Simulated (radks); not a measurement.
Q: All-electron atom: neutral ytterbium in [Xe] 4f14 6s1 6f1 (not the ground configuration). Method: scalar-relativistic Kohn-Sham, r2SCAN, spin-polarised, spherical densities, finite nucleus; open shells are filled with parallel spins first (spin-orbit coupling, left out, can overturn this in heavy ions); meta-GGA in the generalised Kohn-Sham scheme; Fermi nuclear charge, rms radius 5.3108 fm; computed with a radial shooting solver on a logarithmic mesh with Libxc functionals. Some entries of the table are withheld. Estimate them.

orbital  occ.  eigenvalue (hartree)  r(max) (bohr)  <r^2> (bohr^2)
1s up       1             -2253.400        0.01237       0.0005301
1s down     1             -2253.399        0.01237       0.0005301
2s up       1             -382.8342        0.07055        0.008209
2s down     1             -382.8340        0.07055        0.008209
2p up       3             -337.3283        0.05756        0.006716
2p down     3             -337.3281        0.05756        0.006716
3s down     1             -86.77527         0.1992         0.05356
3s up       1             -86.77500         0.1992         0.05356
3p down     3             -72.98935         0.1964         0.05411
3p up       3             -72.98910         0.1964         0.05411
3d down     5             -56.18526         0.1604         0.04511
3d up       5             -56.18514         0.1604         0.04511
4s down     1             -17.41353         0.4553          0.2689
4s up       1             -17.41328         0.4553          0.2690
4p down     3             -12.86908         0.4763          0.3056
4p up       3             -12.86891         0.4763          0.3056
4d up       5              -6.85861         0.4913          0.3648
4d down     5              -6.85853         0.4913          0.3647
5s up       1              -2.28258          1.073           1.654
5s down     1              -2.28187          1.073           1.654
5p up       3                   (1)          1.232           2.388
5p down     3                   (2)          1.232           2.358
6s up       1              -0.31752          3.137           14.32
4f up       7              -0.31107         0.4846          0.8606
4f down     7              -0.30951         0.4845          0.8420
6s down     0              -0.25193          3.123           14.69
6f up       1              -0.01276          32.65            1027

A: 
(1) 5p up eigenvalue (hartree): -1.25032
(2) 5p down eigenvalue (hartree): -1.24840
